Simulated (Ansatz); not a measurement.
A run for Ansatz (a program for electronic structure): R-CCSD(T)/cc-pV(T+d)Z on H4O4Si (SMILES O[Si](O)(O)O). The basis file is the Basis Set Exchange's JSON of that set.

Ansatz 0.2 input:
```yaml
crystal:
  periodic: [false, false, false]
  atoms:
    - {symbol: O, position_ang: [0.70807074, 1.19867020, -0.85824618]}
    - {symbol: Si, position_ang: [0.00000082, -0.00000076, -0.00002235]}
    - {symbol: O, position_ang: [-1.04152190, 0.72287354, 1.03313056]}
    - {symbol: O, position_ang: [-0.67365153, -1.01525224, -1.09097638]}
    - {symbol: O, position_ang: [1.00710500, -0.90629087, 0.91600208]}
    - {symbol: H, position_ang: [0.90903297, 2.01377573, -0.39169917]}
    - {symbol: H, position_ang: [-1.33544026, 0.21104130, 1.79081680]}
    - {symbol: H, position_ang: [-1.07015329, -0.62111003, -1.87192914]}
    - {symbol: H, position_ang: [1.49655745, -1.60370685, 0.47272378]}
basis:
  gaussian:
    orbitals: cc-pV_T+d_Z.json
magnetization: {spin_polarized: false}
correlation: {method: ccsd_t, electrons: outside_noble_gas}
scf: {lower_state_search: off}
```

Output:

```
WARN ansatz: RAYON_NUM_THREADS=4 ignored (pool sized by the plan → 4); use --threads N
Functional definition: HF
these checks for a lower state are left out or cut short: stability, starts, cluster_reference, orbital_swaps, neighbouring_geometries, increment
integrals: 1.01 GiB planned
1284 factors; integrals over basis functions are off by at most 6.1e-4 eV
mean field: 0.79 GiB planned
mean field evaluation 1: about -16078.4759 eV, gradient 6.0e1 eV
mean field evaluation 2: about -16078.6699 eV, gradient 6.0e1 eV
mean field evaluation 4: about -16084.4282 eV, gradient 2.9e0 eV
mean field evaluation 8: about -16084.4689 eV, gradient 1.2e-1 eV
mean field -16084.46901503 eV, -591.0933338576 hartree, gradient 2.6e-6 eV, S^2 0.000000; 0 other end points of the search recorded, 0 dependent functions left out
9 core orbitals not correlated
reference -16084.46901503 eV, -591.0933338576 hartree; 16, 16 occupied and 190, 190 virtual orbitals, 1284 factors
second order -29.36527989 eV of doubles, -0.00000000 eV of singles
coupled cluster: 2.17 GiB planned
cycle   1  -28.96727040 eV  change    4.0e-1 eV  update   9.7e-2
cycle   2  -29.53573059 eV  change   -5.7e-1 eV  update   2.6e-2
cycle   3  -29.65848167 eV  change   -1.2e-1 eV  update   1.3e-2
cycle   4  -29.63903528 eV  change    1.9e-2 eV  update   2.4e-3
cycle   5  -29.63869899 eV  change    3.4e-4 eV  update   1.1e-3
cycle   6  -29.63934846 eV  change   -6.5e-4 eV  update   2.8e-4
cycle   7  -29.63916571 eV  change    1.8e-4 eV  update   1.1e-4
cycle   8  -29.63910551 eV  change    6.0e-5 eV  update   2.9e-5
cycle   9  -29.63910798 eV  change   -2.5e-6 eV  update   9.6e-6
perturbative correction -1.02440238 eV, -0.0376460930 hartree
Total energy: -16115.13252538 eV, -592.2201970787 hartree
Checks for a lower state left out: stability, starts, cluster_reference, orbital_swaps, neighbouring_geometries, increment
```

The calculation finished and met its thresholds.

Cost: roughly 80 core-seconds.
